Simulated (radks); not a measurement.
Q: Ho5+, 62 electrons, occupied as [Kr] 4d10 4f9 5s1 5p5 6p1 (not the ground configuration). Calculated with a radial shooting solver on a logarithmic mesh with Libxc functionals: scalar-relativistic Kohn-Sham, exchange-only PBE, spin-unpolarised, spherical densities, point nucleus. Some entries of the table are withheld. Estimate them.

| orbital | occ. | eigenvalue (eV) | <r> (bohr) | r(max) (bohr) |
|---|---|---|---|---|
| 1s | 2 | -55582.69 | (1) | 0.01311 |
| 2s | 2 | -9364.156 | 0.08809 | 0.07461 |
| 2p | 6 | -8304.331 | 0.07807 | 0.06061 |
| 3s | 2 | -2154.478 | 0.2299 | 0.2112 |
| 3p | 6 | -1830.706 | 0.2289 | 0.2077 |
| 3d | 10 | -1420.130 | 0.2079 | 0.1696 |
| 4s | 2 | -489.5372 | 0.5176 | 0.4833 |
| 4p | 6 | -382.7025 | 0.5481 | 0.5048 |
| 4d | 10 | -238.3540 | 0.5912 | 0.5214 |
| 5s | 1 | -119.0937 | 1.196 | 1.099 |
| 5p | 5 | -90.9161 | 1.350 | (2) |
| 4f | 9 | -79.6615 | 0.7242 | 0.5130 |
| 6p | 1 | -37.7460 | 2.882 | 2.754 |

A: 
(1) 1s <r> (bohr): 0.02074
(2) 5p r(max) (bohr): 1.223
